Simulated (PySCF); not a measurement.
Two species compared at the same levels of theory.

First species: C5H10FNSi2.
Cartesian coordinates in Å at the GFN2-xTB level; atoms count from 1:
```
atom  x, y, z in Å
C1     2.1912    1.0128    0.1394
Si2    1.4916   -0.6919   -0.2868
C3    -0.3878   -0.7895    0.1142
Si4   -0.8334   -0.3971    1.9336
C5    -1.1621    0.0644   -0.8241
C6    -1.0887    1.4669   -0.6702
N7    -1.0191    2.6033   -0.5351
C8    -1.9258   -0.3895   -1.8231
F9    -2.0678   -1.7037   -2.0628
H10    3.2345    1.0843   -0.1523
H11    2.1333    1.2061    1.2067
H12    1.6530    1.8091   -0.3668
H13    1.6473   -0.9728   -1.7212
H14    2.1416   -1.7449    0.5012
H15   -0.6792   -1.8262   -0.0786
H16   -0.4667    0.9796    2.2576
H17   -2.2782   -0.5731    2.1032
H18   -0.1028   -1.3484    2.7702
H19   -2.4908    0.2197   -2.5128
```

Second species: C5H4O2.
Numbering: `[CH2:1]=[C:2]1[CH:3]=[C:4]1[O:5][CH:6]=[O:7]` (hydrogens: H8, H9 on C1; H10 on C3; H11 on C6)

Levels: PBE0/pcSseg-1 for dipole moment, HOMO energy, LUMO energy and HOMO–LUMO gap; GFN2-xTB for rotational constant A and rotational constant C. Geometries: GFN2-xTB. Each species is one conformer at its optimised geometry, gas phase, non-relativistic unless stated; the electronic structure was computed with PySCF and density fitting.

Dipoles, sizes and rotational constants follow the conformer. The torsions of the flexible species, by atom-mapped SMILES:
- `[CH3:1][SiH2:2][C@@H:3]([SiH3:4])/[C:5]([C:6]#[N:7])=[CH:8]\[F:9]`: C1–Si2–C3–Si4 -57°, Si2–C3–C5–C6 -73°
- `[CH2:1]=[C:2]1[CH:3]=[C:4]1[O:5][CH:6]=[O:7]`: C3–C4–O5–C6 0°, C4–O5–C6–O7 0°

| property | column X | column Y |
| --- | --- | --- |
| dipole moment | 2.13 D | 1.30 D |
| HOMO energy | -7.54 eV | -6.21 eV |
| LUMO energy | -1.38 eV | -1.24 eV |
| HOMO–LUMO gap | 6.16 eV | 4.97 eV |
| rotational constant A | 1.177 GHz | 9.833 GHz |
| rotational constant C | 0.817 GHz | 1.361 GHz |

Task: Which column belongs to which species?

Result: Column X is the first species and column Y the second. The first has 19 atoms and 84 electrons, the second 11 and 50.

Task: How does each property change from the first species to the second?

Result: dipole moment -0.83 D; HOMO energy +1.33 eV; LUMO energy +0.14 eV; HOMO–LUMO gap -1.19 eV; rotational constant A +8.656 GHz; rotational constant C +0.544 GHz.

On the first: In atomic units the dipole is 0.84 e·bohr (1 au = 2.5417 D).

On the second: The dipole matches unit charges of opposite sign 0.27 Å apart (1 e·Å = 4.8032 D).
